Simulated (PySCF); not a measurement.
Compound: SnCl3(nBu), C₄H₉Cl₃Sn.
Z-matrix (Å and degrees, PBE0-D3(BJ)/def2-SVP geometry), rows numbered from 1:
```
Sn
Cl  1  2.3357
Cl  1  2.3367  2  106.91
Cl  1  2.3376  2  108.06  3  -113.63
C   1  2.1334  2  115.95  3   123.12
C   5  1.5242  1  109.48  2   179.19
C   6  1.5278  5  113.46  1   177.99
C   7  1.5206  6  114.34  5    63.77
H   5  1.1015  1  106.47  2   -58.66
H   5  1.1003  1  106.19  2    56.62
H   6  1.1044  5  109.36  1   -59.73
H   6  1.1030  5  109.39  1    56.03
H   7  1.1027  6  107.88  5  -174.22
H   7  1.1043  6  109.07  5   -59.74
H   8  1.1000  7  111.16  6   176.01
H   8  1.1013  7  112.13  6   -64.21
H   8  1.1021  7  111.18  6    56.19
```

Computed with PBE0-D3(BJ)/def2-SVP geometry optimisation, gas phase, def2 core potentials past Kr in PySCF 2.14.0.

Masses are those of the commonest isotopes; rigid-rotor values at the optimised geometry. The values belong to one conformer.

Question: Give the principal moments of inertia and the rotational constants in MHz.

Answer: Ia = 508.03, Ib = 1131.36, Ic = 1160.91 u·Å²; 505379 MHz·u·Å²/I gives A = 994.8, B = 446.7, C = 435.3 MHz.

Question: What kind of rotor is it?

Answer: A near-prolate asymmetric top. Ray's parameter κ = (2B − A − C)/(A − C) = -0.959; −1 is the prolate and +1 the oblate limit.

Question: Is it planar, by Δ = Ic − Ia − Ib?

Answer: Not planar: Δ = Ic − Ia − Ib = -478.47 u·Å². For a rigid frame Δ = −2 Σ m c², so Σ m c² = 239.24 u·Å² lies off the ab plane: 9.47 from hydrogen and 229.77 from heavier atoms. The atom farthest from that plane is 2.11 Å away.

Question: Give the other two planar moments, Paa and Pbb, and the rms extents of the mass along the axes.

Answer: Paa = Σ m a² = (Ib + Ic − Ia)/2 = 892.12 and Pbb = Σ m b² = (Ia + Ic − Ib)/2 = 268.79 u·Å². With the mass M = 281.88 u, the rms extents √(P/M) along a, b and c are 1.78, 0.98, 0.92 Å.

Question: List the rotational levels J(Ka,Kc) to J = 4 (MHz).

Answer: Above 0(0,0):
J = 1: 1(0,1) 882, 1(1,1) 1430, 1(1,0) 1441
J = 2: 2(0,2) 2646, 2(1,2) 3183, 2(1,1) 3217, 2(2,1) 4861, 2(2,0) 4861
J = 3: 3(0,3) 5291, 3(1,3) 5812, 3(1,2) 5880, 3(2,2) 7507, 3(2,1) 7508, 3(3,1) 10276, 3(3,0) 10276
J = 4: 4(0,4) 8818, 4(1,4) 9317, 4(1,3) 9430, 4(2,3) 11035, 4(2,2) 11038, 4(3,2) 13805, 4(3,1) 13805, 4(4,1) 17681, 4(4,0) 17681
Those of J = 1 are B + C, A + C and A + B.

Question: Which lines would a microwave search look for?

Answer: The dipole components are |μa| = 3.85 D, |μb| = 0.37 D, |μc| = 1.37 D. The squared components, which scale the intensities, stand as 1.00 : 0.01 : 0.13 (a : b : c). Some lines, for components of 0.1 D or more:

| type | branch | J(Ka,Kc) | MHz | lower level (cm⁻¹) |
| --- | --- | --- | --- | --- |
| b | R | 1(1,1) ← 0(0,0) | 1430 | 0.000 |
| b | Q | 4(2,2) ← 4(1,3) | 1607 | 0.315 |
| b | Q | 3(2,1) ← 3(1,2) | 1628 | 0.196 |
| a | R | 2(1,2) ← 1(1,1) | 1753 | 0.048 |
| a | R | 2(0,2) ← 1(0,1) | 1764 | 0.029 |
| a | R | 2(1,1) ← 1(1,0) | 1775 | 0.048 |
| a | R | 3(2,2) ← 2(2,1) | 2646 | 0.162 |
| a | R | 3(1,2) ← 2(1,1) | 2663 | 0.107 |
| b | R | 2(2,1) ← 1(1,0) | 3420 | 0.048 |
| b | Q | 4(4,0) ← 4(3,1) | 3876 | 0.460 |
| b | R | 4(1,4) ← 3(0,3) | 4025 | 0.176 |
| b | R | 3(3,0) ← 2(2,1) | 5415 | 0.162 |
| b | R | 4(4,1) ← 3(3,0) | 7405 | 0.343 |
| c | R | 4(4,0) ← 3(3,0) | 7405 | 0.343 |
| b | R | 4(4,0) ← 3(3,1) | 7405 | 0.343 |

Question: Estimate the classical rotational partition function at 25 K, 50 K and 100 K.

Answer: Point group C1, symmetry number σ = 1; q = (√π/σ)·√((kT/h)³/(ABC)), k/h = 20836.6 MHz/K: 47900 at 25 K, 136000 at 50 K, 383000 at 100 K.

No PBE0-D3(BJ)/def2-SVP frequencies stand behind this structure, so it isn't proved a minimum. Constants of a rigid frame at the computed geometry: no zero-point averaging, no centrifugal distortion. A rigid rotor knows nothing of internal rotation, which can split or shift real lines. Quadrupole hyperfine structure (35Cl) is left out.

On an Intel Xeon Platinum 8488C with one thread, no GPU, shared host with 96 logical CPUs at a one-minute load of 18, this took 3.2 min of wall time and 0.83 GiB of memory at its peak. This is the geometry optimisation.
